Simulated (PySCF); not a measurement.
SMILES CC(=O)CCc1cccs1 at its GFN2-xTB optimised geometry (Å):

```
20

C     -1.3877    -1.9267    -3.8782
C     -1.0958    -2.3678    -2.4672
O     -0.1174    -3.0017    -2.1686
C     -2.1455    -1.9509    -1.4542
C     -1.5480    -1.7972    -0.0496
C     -0.6184    -0.6339     0.0000
C      0.7395    -0.6339     0.0000
C      1.2978     0.6662     0.0000
C      0.3555     1.6391    -0.0055
S     -1.2386     0.9898    -0.0087
H     -1.2123    -0.8541    -3.9474
H     -0.7313    -2.4362    -4.5784
H     -2.4275    -2.1168    -4.1318
H     -2.9075    -2.7355    -1.4434
H     -2.6226    -1.0216    -1.7690
H     -2.3554    -1.6650     0.6738
H     -0.9920    -2.7029     0.1989
H      1.3239    -1.5359    -0.0078
H      2.3554     0.8610     0.0029
H      0.4857     2.7029    -0.0068
```

Method: PBE0/def2-SVP run with PySCF.

Map of the electrostatic potential (hartree/e), clipped to [-0.08, 0.12] on the plane z = 0.8 Å:

```
|0000000000011111111111110000000|
|0000000000111111111111110000000|
|0000000000111111111111110000000|
|0000000000111111221111111000000|
|0000000000111112222111111000000|
|0000000000111122332211111000000|
|0000000000111223443211111100000|
|0000000000122234553111111111000|
|0000000001234446863111111111100|
|0000000002588789995211111111100|
|0000000015999999997321111111100|
|0000000039999999998753332111110|
|0000000149999999999996543211110|
|0000000149999997699998543211100|
|1111111248999996689996322111100|
|1111111235899996799963211111000|
|1111112234599999999842111110000|
|1111122344599999999931100000000|
|1111224898799997999731100000000|
|1111239999999964466532110000000|
|1111249999999532223432110000000|
|1111238999999521112332110000000|
|1111224799999631111211100000000|
|1111122233599941101111000000000|
|1111111112369731100000000000000|
|1111111111235421000000000000000|
|1111111111122211000000000000000|
|1111111111111110000000000000000|
|1111111111110000000000000000000|
|1111111111000000000000000000000|
|1111111100000000000000000000000|
```
Scale: ten equal steps from -0.010 (start of '0') to 0.120 (end of '9'), in the order '0123456789'; x runs from -5.00 to 5.00, y from -5.00 (bottom) to 5.00 (top).
